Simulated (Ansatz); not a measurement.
Consider the ligand exchange at the Si–O bond: `O[SiH2]O` + `N[Si](O)(Cl)Cl` → `O[SiH2]N[Si](O)(Cl)Cl` + H₂O.

Program: Ansatz. Geometries: PBE0-D4/def2-TZVP. ΔE: electronic, gas phase. CCSD(T)/CBS is the MP2 limit (def2-TZVPP, def2-QZVPP) plus CCSD(T) − MP2 in def2-TZVPP, frozen cores. This one scheme is used for every species. DFT in def2-TZVPP. B3LYP here is the variant with VWN-RPA as its local correlation; programs differ in this. Each species was taken in one conformer, which may not be the lowest.

`O[SiH2]O`:

```xyz
7

O    -0.129   -1.438    0.142
Si    0.356    0.086   -0.231
O    -0.639    1.252    0.356
H    -0.116   -1.696    1.065
H     1.669    0.401    0.378
H     0.389    0.095   -1.712
H    -1.528    1.300    0.002
```

`N[Si](O)(Cl)Cl`:

Cartesian coordinates in Å:
```
N -0.278 -1.161 -0.294
Si 0.194 0.347 0.311
O -0.484 1.561 -0.530
Cl -0.353 0.728 2.238
Cl 2.234 0.372 0.214
H -1.254 -1.411 -0.313
H 0.311 -1.964 -0.143
H -0.371 1.528 -1.483
```

`O[SiH2]N[Si](O)(Cl)Cl`:

Cartesian coordinates in Å:
```
O 0.386 -1.049 1.590
Si 0.356 0.590 1.330
N 0.438 0.795 -0.372
Si -0.392 -0.093 -1.572
O -0.972 -1.455 -0.919
Cl 0.901 -0.436 -3.116
Cl -1.976 0.910 -2.367
H -0.015 -1.363 2.403
H 1.533 1.279 1.915
H -0.892 1.110 1.945
H 1.122 1.459 -0.704
H -0.489 -1.749 -0.133
```

H₂O:

Z-matrix (Å, degrees):
```
O
H 1 0.960
H 1 0.960 2 105.1
```

```tsv
level	ΔE (kcal/mol)	difference from CCSD(T)/CBS
r2SCAN-D4	8.5	1.2
PBE0-D4	7.2	-0.1
ωB97X-V	8.5	1.2
PBE	9.3	2.0
B3LYP	11.0	3.7
CCSD/def2-TZVPP	8.4	1.1
MP2/def2-QZVPP	7.5	0.2
SCS-MP2/def2-QZVPP	8.5	1.2
MP2/CBS(def2)	7.3	0.0
CCSD/CBS(def2)	8.0	0.7
CCSD(T)/CBS	7.3	0
```

Largest T1 diagnostic among the species: 0.011.

In def2-TZVPP, CCSD(T) changes the Hartree–Fock value by −4.5 kcal/mol (the triples alone add −0.7 kcal/mol) and MP2 by −4.5 kcal/mol. The D4 term adds −3.3 kcal/mol with B3LYP and −1.9 kcal/mol with PBE0; it sums over pairs of atoms, weighted by their polarisabilities, and B3LYP, whose exchange is more repulsive, gets the larger term.
